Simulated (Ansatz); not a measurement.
Relaxation of AsBH6Si (9 atoms, charge 0, multiplicity 1), to a largest force component of 0.015 eV/Å in at most 40 steps.

These are results of RKS PBE/def2-SVP in Ansatz, not measurements.

```xyz
9
Properties=species:S:1:pos:R:3:forces:R:3
Si -0.682 1.038 -0.968 -0.16 0.34 -0.29
B 0.529 -0.148 0.017 -0.19 -0.23 0.31
As -0.116 -1.358 1.525 -1.12 -0.06 0.33
H -1.750 0.282 -1.652 -0.46 -0.46 -0.20
H -0.061 1.868 -2.013 0.39 0.33 -0.45
H -1.376 1.987 -0.075 -0.29 0.33 0.52
H 1.673 -0.188 -0.251 1.00 -0.04 -0.25
H 0.723 -2.511 1.025 0.34 -0.47 -0.30
H 1.060 -0.970 2.392 0.49 0.26 0.34
```

Where does it end, and by what steps?

It converged. After 19 steps the energy has fallen by 0.527 eV; H7 moved furthest, 1.55 Å.

```csv
step,energy less start (eV),largest force component (eV/Å),accepted
0,0.0000,1.117,yes
1,-0.1236,0.289,yes
2,-0.1338,0.078,yes
3,-0.1351,0.032,yes
4,-0.1386,0.060,yes
5,-0.1432,0.043,yes
6,-0.1823,0.323,yes
7,-0.2298,0.444,yes
8,-0.2854,0.632,yes
9,-0.3423,0.712,yes
10,-0.4126,0.758,yes
11,-0.4435,0.572,yes
12,-0.4812,0.406,yes
13,-0.5063,0.267,yes
14,-0.5085,0.293,yes
15,-0.5212,0.096,yes
16,-0.5231,0.080,yes
17,-0.5260,0.053,yes
18,-0.5273,0.033,yes
19,-0.5275,0.006,yes
```

```xyz
9
Properties=species:S:1:pos:R:3
Si -0.666 1.044 -0.859
B 0.375 -0.607 -0.359
As 0.209 -1.487 1.407
H -1.517 0.835 -2.088
H 0.330 2.131 -1.192
H -1.555 1.564 0.242
H 1.008 -1.210 -1.205
H 1.633 -1.970 1.683
H 0.183 -0.301 2.370
```

The run took 31 s on 2 threads of Arm Neoverse V1, on a shared host, peak memory 0.13 GiB.
